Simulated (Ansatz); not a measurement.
Reaction (substitution at a C–Si bond): `CC([SiH3])I` + HCl → `CC(Cl)I` + SiH₄

Isolated molecules relaxed with PBE0-D4/def2-TZVP in Ansatz; ΔE leaves out vibrations. CCSD(T)/CBS is the MP2 limit (def2-TZVPP, def2-QZVPP) plus CCSD(T) − MP2 in def2-TZVPP, frozen cores. This one scheme is used for every species. Functionals use def2-TZVPP. B3LYP here is the variant with VWN-RPA as its local correlation; programs differ in this. def2 core potentials past Kr. For I outer-core shells are correlated without core-valence functions, which leaves a few kJ/mol of doubt a bond.

```csv
level,ΔE (kcal/mol),difference from CCSD(T)/CBS
r2SCAN-D4,13.9,-1.3
PBE0-D4,14.5,-0.7
ωB97X-V,13.9,-1.3
ωB97M-V,14.6,-0.6
B2PLYP,13.5,-1.7
PBE,12.5,-2.7
r2SCAN,13.7,-1.5
B3LYP,12.4,-2.8
HF/def2-TZVPP,13.7,-1.5
MP2/def2-TZVPP,15.4,0.2
SCS-MP2/def2-TZVPP,14.3,-0.9
CCSD/def2-TZVPP,15.5,0.3
CCSD(T)/def2-TZVPP,15.3,0.1
MP2/def2-QZVPP,15.4,0.2
SCS-MP2/def2-QZVPP,14.4,-0.8
CCSD/CBS(def2),15.4,0.2
CCSD(T)/CBS,15.2,0
```

Largest T1 diagnostic among the species: 0.011.

In def2-TZVPP, CCSD(T) changes the Hartree–Fock value by +1.6 kcal/mol (the triples alone add −0.2 kcal/mol) and MP2 by +1.7 kcal/mol. The D4 term adds +1.1 kcal/mol with B3LYP and +0.7 kcal/mol with PBE0; it sums over pairs of atoms, weighted by their polarisabilities, and B3LYP, whose exchange is more repulsive, gets the larger term. From PBE to PBE0 (25 % exact exchange), in def2-TZVPP and without D4, ΔE moves by +1.3 kcal/mol.
